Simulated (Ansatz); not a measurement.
Ideal-gas functions of C2HBCl2 (`C#CB(Cl)Cl`) at 298.15 K and 1 bar, from an Ansatz frequency run at PBE0-D4/def2-TZVP.

Molar mass 106.75 g/mol, point group C2v (symmetry number 2), electronic degeneracy 1, moments of inertia 160.737, 183.803, 344.54 u Å². Harmonic wavenumbers (cm⁻¹, unscaled): 133, 201, 256, 449, 504, 540, 692, 771, 972, 1099, 2193, 3468.

Use S(trans) = R[1.5 ln M + 2.5 ln T − 1.1517]; rotational temperatures θ = 24.2544 K / I; S(rot) = R[ln(√π/σ · √(T³/θAθBθC)) + 1.5]; for each mode x = 1.438777 ν̃/T, S = R[x/(eˣ − 1) − ln(1 − e⁻ˣ)] and H = RT x/(eˣ − 1); 1 cm⁻¹ = 0.0119627 kJ/mol; R = 8.31446 J/(mol·K).

Q: By hand: the entropy, in J/(mol·K).

A: Translation 167.1. Rotation: θ = 0.1509, 0.132, 0.0704 K, giving 109.8. Vibration, mode by mode: 12.14, 8.89, 7.07, 3.34, 2.71, 2.37, 1.32, 0.97, 0.44, 0.26, 0.00, 0.00, in all 39.5. Electronic 0.0. Sum 316.4 J/(mol·K).

Q: By hand: H − E and G − E in kJ/mol, counted from the electronic energy.

A: Zero-point energy ½ × 11278 × 0.0119627 = 67.5; thermal vibration 7.0; translation, rotation and pV give 4 RT = 9.9. H − E = 84.4 kJ/mol, and G − E = 84.4 − 298.15 × 316.4/1000 = -9.9 kJ/mol.

Vibration gives 12 % of the entropy, 12.1 J/(mol·K) of it from the mode under 150 cm⁻¹: soft modes count most, and the harmonic formula is weakest for them.
